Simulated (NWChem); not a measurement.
System: trans-1,3,3,3-tetrafluoropropene (C$_{3}$H$_{2}$F$_{4}$); SMILES F/C=C/C(F)(F)F

The following NWChem deck was run.

```
start job
memory heap 200 mb stack 900 mb global 1100 mb
geometry units angstroms
  F      2.877201    -0.037054     0.070956
  C      1.617808     0.314279    -0.139870
  C      0.613087    -0.449176     0.253120
  C     -0.811129    -0.064820     0.020670
  F     -1.455527    -0.972209    -0.734997
  F     -1.496995     0.024051     1.167218
  F     -0.943509     1.114683    -0.600279
  H      1.527559     1.263427    -0.651410
  H      0.760786    -1.389414     0.760889
end
basis spherical
  * library def2-svp
end
dft
  xc xpbe96 cpbe96
  disp vdw 4
  iterations 150
end
driver
  maxiter 120
end
task dft optimize
task dft freq
```

The level has its own optimisation; frequencies are unscaled. Brackets give each atom's bonded neighbours.

Question: What results follow from this input? (PBE-D3(BJ)/def2-SVP.) Quantities: r C–F [C(CFH)–F(C)] (Å); r C–C [C(CCH)–C(CFH)] (Å); r C–H [C(CFH)–H(C)] (Å); r C–C [C(CCH)–C(CFFF)] (Å); highest harmonic frequency (cm⁻¹); lowest (cm⁻¹); zero-point energy (kcal/mol); dipole (D).

Answer: The r C–F [C(CFH)–F(C)] (Å) is 1.333, the r C–C [C(CCH)–C(CFH)] (Å) is 1.340 and the r C–H [C(CFH)–H(C)] (Å) is 1.103. The r C–C [C(CCH)–C(CFFF)] (Å) is 1.494 and the highest harmonic frequency (cm⁻¹) is 3154. The lowest (cm⁻¹) is 80 and the zero-point energy (kcal/mol) is 30.4. The dipole (D) is 1.17.
